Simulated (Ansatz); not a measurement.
Reactions of CH5AlGeO, SMILES `O=[CH][GeH2][AlH2]`.

Gas-phase electronic energies from Ansatz, PBE0-D4/def2-TZVP geometries. CCSD(T)/CBS adds triple-zeta CCSD(T) − MP2 to the extrapolated MP2 energy (def2 sets, frozen cores). This one scheme is used for every species. Double bonds are as drawn, so ΔE can hold a change between cis and trans. For Ge, Se outer-core shells are correlated without core-valence functions, which leaves a few kJ/mol of doubt a bond. Scalar relativity is left out up to krypton. One conformer a species, not always the lowest.

```
                                                                           reaction  MP2/CBS(def2) (eV)
                          `O=[CH][GeH2][AlH2]` + CH₃OH → `C[O][GeH2][AlH2]` + `C=O`               -0.35
`O=[CH][GeH2][AlH2]` + `BN(C)[SiH2]C` → `C[SiH2][N](C)[AlH2]` + `[BH2][GeH2][CH]=O`                0.88
                         `O=[CH][GeH2][AlH2]` + HCl → `O=[CH][GeH2][Cl]` + `[AlH3]`               -0.43
           `O=[CH][GeH2][AlH2]` + `OC(F)[SiH3]` → `O=COC(F)[SiH3]` + `[AlH2][GeH3]`               -0.49
                       `O=[CH][GeH2][AlH2]` + H₂Se → `O=[CH][GeH2][SeH]` + `[AlH3]`               -0.35
     `O=[CH][GeH2][AlH2]` + `N/C=C/C=O` → `O=C/C=[CH]/[AlH2]` + `[NH2][GeH2][CH]=O`                0.04
                        `O=[CH][GeH2][AlH2]` + CH₄ → `[CH3][GeH2][CH]=O` + `[AlH3]`                0.48
                              `O=[CH][GeH2][AlH2]` + H₂ → `O=[CH][GeH3]` + `[AlH3]`                0.21
```

(1) Give the CCSD(T)/CBS values in the same order. (An estimate is asked.)

Largest T1 diagnostic: 0.016, for `[BH2][GeH2][CH]=O`.

Results:

(1) Computed: -0.33, 0.89, -0.36, -0.48, -0.26, 0.05, 0.52, 0.19 eV.
